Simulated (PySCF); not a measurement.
Se(I)(SH) (HISSe), SMILES S[Se]I. Coordinates come from a PBE0-D3(BJ)/def2-SVP optimisation. The def2 effective core potentials stand for the cores of I; spin–orbit coupling is left out. One conformer was computed; it need not be the lowest.

Level of theory: PySCF with PBE0-D3(BJ)/def2-SVP.

Harmonic wavenumbers (cm⁻¹): 120, 235, 361, 412, 842, 2666. Rotational constants (GHz): 6.050, 1.021, 0.8792; symmetry number 1.

Question: Work out the zero-point energy and the ideal-gas rigid-rotor harmonic-oscillator thermochemistry at 298.15 K and 1 atm.

Answer: ZPE = ½ Σ hcν = ½ × 4636 cm⁻¹ = 6.63 kcal/mol. H − E(el) = 10.20 kcal/mol. Entropy in cal/(mol K): translation 42.31, rotation 28.47, vibration 7.16, total 77.95. G − E(el) = -13.04 kcal/mol. Cp = 15.25 cal/(mol K). Modes under 150 cm⁻¹ make the vibrational entropy uncertain.
